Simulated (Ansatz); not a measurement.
Start from `C[Si]N([SiH3])[SiH3]` and change one atom or group to get `[SiH3][N]([SiH3])[AlH][Cl]`.

Ansatz, PBE0-D4/def2-TZVP geometries, multiplicity 1. Each molecule was computed in one conformer, which needn't be the lowest.

```json
{"property": "ideal-gas entropy at 298 K and 1 bar (rigid rotor, harmonic PBE0-D4/def2-TZVP) / J/(mol·K)", "`C[Si]N([SiH3])[SiH3]`": "396"}
{"property": "zero-point energy (PBE0-D4/def2-TZVP) / kJ/mol", "`C[Si]N([SiH3])[SiH3]`": "244.4"}
{"property": "LUMO energy (PBE/def2-TZVPP) / eV", "`C[Si]N([SiH3])[SiH3]`": "-2.57"}
{"property": "HOMO–LUMO gap (PBE0/def2-TZVPP) / eV", "`C[Si]N([SiH3])[SiH3]`": "4.46"}
{"property": "HOMO–LUMO gap (PBE/def2-TZVPP) / eV", "`C[Si]N([SiH3])[SiH3]`": "2.60"}
{"property": "HOMO–LUMO gap (B3LYP/def2-TZVPP) / eV", "`C[Si]N([SiH3])[SiH3]`": "4.11"}
```

(1) Give the same properties after the change, and the shifts. (Best estimate.)

## Answers

(1) Computed: 
```csv
property,`[SiH3][N]([SiH3])[AlH][Cl]`,shift
"ideal-gas entropy at 298 K and 1 bar (rigid rotor, harmonic PBE0-D4/def2-TZVP) / J/(mol·K)",403,7
zero-point energy (PBE0-D4/def2-TZVP) / kJ/mol,172.6,-71.8
LUMO energy (PBE/def2-TZVPP) / eV,-1.82,0.75
HOMO–LUMO gap (PBE0/def2-TZVPP) / eV,6.96,2.50
HOMO–LUMO gap (PBE/def2-TZVPP) / eV,4.92,2.32
HOMO–LUMO gap (B3LYP/def2-TZVPP) / eV,6.54,2.43
```

With PBE0 the HOMO falls by 1.81 eV and the LUMO rises by 0.69 eV, so the gap widens by about 2.50 eV. PBE moves the HOMO by -1.57 eV and ωB97M-V by -1.95 eV. The zero-point energy changes by -71.8 kJ/mol with -6 modes. Modes under 60 cm⁻¹, often nearly free rotors, make the harmonic entropy too high.

Positive LUMOs are unbound, so they and the gaps depend on the basis.

B3LYP here is the variant with VWN-RPA as its local correlation; programs differ in this.
